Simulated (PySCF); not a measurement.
Vertical excitations of a molecule C2H6OSi from PySCF with TDA-PBE/def2-SVPD, as energy in eV (oscillator strength): 3.16 (0.001), 5.27 (0.006), 5.46 (0.002), 5.59 (0.030), 5.93 (0.031), 6.44 (0.159), 6.66 (0.019), 6.82 (0.004), 6.95 (0.003), 7.05 (0.056). Lowest triplet (TDA): 2.42 eV. Geometry: B3LYP-D3(BJ)/def2-SVP. The values are those of a single conformer.

Q: Pick the molecule that these values belong to.
(A) C=C[SiH2]O
(B) C[SiH2]C=O
(C) C1OC[SiH2]1
(D) O=CC[SiH3]

A: B, C[SiH2]C=O
